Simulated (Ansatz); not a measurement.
A nudged elastic band was laid between two geometries of C₂H₅OSi (9 atoms, charge 1, multiplicity 1).

The calculation used RKS revPBE/def2-SVP in Ansatz 0.2.0.

- movable images: 9
- climbing image: yes
- spring: 5.0 eV/Å²
- optimiser: quadratic models (default)
- start path: IDPP
- force threshold: 0.05 eV/Å
- iteration limit: 53
- end points: relaxed

First end point:

```xyz
9
Properties=species:S:1:pos:R:3
O -0.645 0.992 -1.279
C 0.436 0.917 -0.530
C 0.605 -0.068 0.442
Si -0.543 -1.370 0.860
H -0.606 1.741 -1.912
H 1.226 1.676 -0.697
H 1.553 -0.026 1.004
H -1.856 -1.535 0.176
H -0.169 -2.327 1.937
```

Last end point:

```xyz
9
Properties=species:S:1:pos:R:3
O -0.646 0.993 -1.278
C 0.435 0.917 -0.530
C 0.605 -0.069 0.442
Si -0.543 -1.370 0.860
H -0.607 1.743 -1.911
H 1.226 1.675 -0.697
H 1.554 -0.027 1.003
H -0.169 -2.329 1.935
H -1.856 -1.534 0.177
```

Problem. Which bonds break or form, and what moves?

Solution. No bond is made or broken. The dihedral C2–C3–Si4–H9 goes from -180 to 0°. The two ends are copies of one structure, up to a mirror image or an exchange of like atoms.

Problem. What energy profile does the band end with?

Solution. The run converged. The highest image is number 3 of 0 to 10, 0.51 eV above the ends, which have the same energy within 2 meV. The profile has 2 maxima (images 3, 7) with wells between them (image 5): this band takes more than one step, which may be the mechanism or a detour left from its start path. A vibrational analysis at the climbing image gives one clearly imaginary mode, 289i cm⁻¹: a first-order saddle point.

```
image  path coordinate (Å)  energy (eV)  dihedral C2–C3–Si4–H9 (°)
    0                 0.00         0.00                       -180
    1                 0.70         0.08                       -162
    2                 1.39         0.32                       -143
    3                 2.09         0.51                       -128
    4                 2.78         0.27                       -118
    5                 3.46         0.23                       -100
    6                 4.14         0.29                        -82
    7                 4.83         0.50                        -58
    8                 5.51         0.31                        -38
    9                 6.19         0.08                        -20
   10                 6.88         0.00                          0
```

Problem. What is the geometry of the highest image?

Solution. 
```xyz
9
Properties=species:S:1:pos:R:3
O -0.773 1.097 -0.258
C 0.580 0.894 -0.374
C 0.994 -0.281 0.179
Si -0.541 -1.199 0.539
H -1.160 1.689 -0.942
H 1.185 1.691 -0.842
H 2.045 -0.544 0.371
H -1.491 -1.556 -0.552
H -0.840 -1.791 1.879
```

Time of the run: 6 min on 1 thread of Arm Neoverse V2 (shared host), peak memory 0.12 GiB.
